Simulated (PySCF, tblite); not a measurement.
C₅H₅Cl₂NSi.
Structure used (GFN2-xTB), in Å, numbered top down from 1:
```xyz
14
C5H5Cl2NSi angstrom
N     -0.1388    3.4259   -1.3380
C      0.0147    2.3282   -1.0304
C      0.1704    1.0102   -0.6843
C      0.8106    0.0168   -0.1217
C      1.9219   -0.5182    0.6464
Cl     3.0439    0.7857    1.1601
C     -0.4783   -0.3755   -0.7896
Si    -2.0237   -0.7824    0.2309
Cl    -1.4152   -1.1297    2.1234
H      1.5547   -1.0164    1.5478
H      2.4969   -1.2324    0.0504
H     -0.3885   -0.8627   -1.7598
H     -2.9451    0.3478    0.2496
H     -2.6241   -1.9978   -0.3068
```

Method used: PBE0/pcSseg-1 in PySCF (dipole) on a GFN2-xTB geometry, gas phase.

Take the most abundant isotopes and a rigid rotor. The values belong to one conformer with, in the numbering `[N:1]#[C:2][C:3]1=[C:4]([CH2:5][Cl:6])[C@H:7]1[SiH2:8][Cl:9]`, C3–C4–C5–Cl6 2°, C4–C7–Si8–Cl9 -17°.

(1) Give the principal moments of inertia and the rotational constants in cm⁻¹.

(2) Classify the top.

(3) What does the inertial defect say?

(4) List the rotational levels J(Ka,Kc) to J = 3 (MHz).

(5) Predict some low-J microwave lines.

(6) Estimate the classical rotational partition function at 25 K, 100 K and 200 K.

Answers

(1) Ia = 471.56, Ib = 747.80, Ic = 1074.63 u·Å²; 505379 MHz·u·Å²/I gives 1072, 675.8 and 470.3 MHz, that is A = 0.03575, B = 0.02254, C = 0.01569 cm⁻¹.

(2) An asymmetric top; Ray's κ = -0.317.

(3) Not planar: Δ = Ic − Ia − Ib = -144.73 u·Å². For a rigid frame Δ = −2 Σ m c², so Σ m c² = 72.36 u·Å² lies off the ab plane: 10.27 from hydrogen and 62.09 from heavier atoms. The atom farthest from that plane is 2.18 Å away.

(4) Above 0(0,0):
J = 1: 1(0,1) 1146, 1(1,1) 1542, 1(1,0) 1748
J = 2: 2(0,2) 3377, 2(1,2) 3629, 2(1,1) 4245, 2(2,1) 5433, 2(2,0) 5495
J = 3: 3(0,3) 6598, 3(1,3) 6725, 3(1,2) 7946, 3(2,2) 8871, 3(2,1) 9150, 3(3,1) 11399, 3(3,0) 11411
The levels of one J sum to (2J + 1)J(J + 1)(A + B + C)/3.

(5) The dipole components are |μa| = 2.46 D, |μb| = 2.24 D, |μc| = 3.38 D. The squared components, which scale the intensities, stand as 0.53 : 0.44 : 1.00 (a : b : c). Some lines, for components of 0.1 D or more:

| type | branch | J(Ka,Kc) | MHz | lower level (cm⁻¹) |
| --- | --- | --- | --- | --- |
| a | Q | 4(2,2) ← 4(2,3) | 709 | 0.447 |
| a | R | 1(0,1) ← 0(0,0) | 1146 | 0.000 |
| a | Q | 5(2,3) ← 5(2,4) | 1351 | 0.634 |
| b | R | 2(0,2) ← 1(1,1) | 1835 | 0.051 |
| a | Q | 4(1,3) ← 4(1,4) | 1975 | 0.360 |
| b | R | 3(1,2) ← 2(2,1) | 2513 | 0.181 |
| b | Q | 3(3,1) ← 3(2,2) | 2527 | 0.296 |
| a | R | 3(1,3) ← 2(1,2) | 3096 | 0.121 |
| b | Q | 5(5,0) ← 5(4,1) | 4346 | 0.846 |
| a | R | 4(2,3) ← 3(2,2) | 4535 | 0.296 |
| b | R | 3(2,2) ← 2(1,1) | 4626 | 0.142 |
| b | R | 5(1,4) ← 4(2,3) | 5233 | 0.447 |
| c | R | 3(2,2) ← 2(1,2) | 5243 | 0.121 |
| b | R | 4(2,3) ← 3(1,2) | 5461 | 0.265 |
| b | R | 3(2,1) ← 2(1,2) | 5521 | 0.121 |
| c | R | 4(3,1) ← 3(2,1) | 7009 | 0.305 |
| c | R | 4(3,2) ← 3(2,2) | 7207 | 0.296 |
| b | R | 4(2,2) ← 3(1,3) | 7392 | 0.224 |
| c | R | 4(4,1) ← 3(3,1) | 8090 | 0.380 |
| b | R | 5(2,3) ← 4(1,4) | 9550 | 0.360 |

(6) Point group C1, symmetry number σ = 1; q = (√π/σ)·√((kT/h)³/(ABC)), k/h = 20836.6 MHz/K: 36100 at 25 K, 289000 at 100 K, 817000 at 200 K.

Its lowest GFN2-xTB frequency is 11i cm⁻¹, too small to tell a flat minimum from a shallow saddle. Zero-point vibration and centrifugal distortion are left out. Quadrupole hyperfine structure (14N, 35Cl) is left out.
